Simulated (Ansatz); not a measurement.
Coupled-cluster diagnostics for the cluster Li2Cl2⁺, Ansatz.

Geometry of the doublet (PBE-D4/def2-TZVP):

Cartesian coordinates in Å:
```
Li 1.811 -0.510 -0.161
Li -1.811 0.509 0.166
Cl 0.381 1.254 0.291
Cl -0.381 -1.252 -0.296
```

Correlated methods freeze 10 core orbitals; core or outer-core shells of Li are correlated, in sets that lack core-valence functions. In the doublet, Cl3 and Cl4 lie 2.68 Å apart (atoms count from 1), so these atoms are partly bonded to each other. In the quartet geometry the species has come apart into loosely held pieces. In the quartet, Cl3 and Cl4 lie 2.42 Å apart (atoms count from 1), so these atoms are partly bonded to each other. The structure comes from a short search, and lower isomers may exist.

Geometry of the charge 1 quartet (PBE-D4/def2-TZVP):

| atom | x (Å) | y (Å) | z (Å) |
| --- | --- | --- | --- |
| Li1 | -2.168 | 0.706 | 1.920 |
| Li2 | 2.167 | -0.706 | -1.920 |
| Cl3 | -0.814 | -0.064 | -0.895 |
| Cl4 | 0.814 | 0.063 | 0.895 |

(1) Estimate the CCSD(T) correlation energy, the shares of MP2 and (T), T1 and the reference's ⟨S²⟩ for: charge 1, doublet, own geometry in def2-TZVPP; charge 1, quartet, own geometry in def2-TZVPP; and the rough time on 4 threads of Arm Neoverse N1 on a shared host.

Results:

(1) 
```tsv
state	basis	correlation (eV)	MP2 share (%)	(T) share (%)	T1	⟨S²⟩ (pure)	wall time	remarks
charge 1, doublet, own geometry	def2-TZVPP	-13.839	87.9	3.5	0.009	0.78 (0.75)	19 s	–
charge 1, quartet, own geometry	def2-TZVPP	-13.191	84.6	4.0	0.044	3.77 (3.75)	38 s	flagged by the program
```
Customary marks for T1 are 0.02 (closed shells), 0.045 (open shells) and about 0.05 (3d metals). T1 exceeds 0.02 in 1 of 2 rows and 0.045 in 0; the higher it lies, the less the single-reference result can be trusted.
